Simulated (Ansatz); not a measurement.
Mulliken charges of CH₆AlBO (`B[O][AlH][CH3]`) from r2SCAN/def2-TZVPP in Ansatz (PBE0-D4/def2-TZVP geometry).

| atom | x (Å) | y (Å) | z (Å) | charge (e) |
| --- | --- | --- | --- | --- |
| B1 | -0.645 | 2.244 | 0.602 | 0.188 |
| O2 | 0.038 | 1.150 | 0.275 | -0.336 |
| Al3 | 0.907 | -0.239 | -0.141 | 0.549 |
| C4 | -0.057 | -1.894 | -0.446 | -0.378 |
| H5 | -1.048 | 2.978 | -0.265 | -0.046 |
| H6 | -0.856 | 2.492 | 1.763 | -0.046 |
| H7 | 2.473 | -0.060 | -0.248 | -0.144 |
| H8 | -1.133 | -1.783 | -0.296 | 0.071 |
| H9 | 0.300 | -2.683 | 0.224 | 0.070 |
| H10 | 0.106 | -2.257 | -1.466 | 0.070 |

Q: By hand: the dipole of these point charges (1 e Å = 4.8032 D).

A: Σ q r = (0.065, -0.095, -0.029) e Å, of length 0.119 e Å = 0.57 D.

Q: How does the dipole of the full density compare? (Best estimate.)

A: Computed: (0.035, -0.337, -0.084) e Å, 1.68 D; the point charges give 0.34 times that, at 28° from its direction.

Point charges leave out the atoms' own dipoles, such as those of lone pairs, and Mulliken's split depends on the basis, so the two needn't agree.
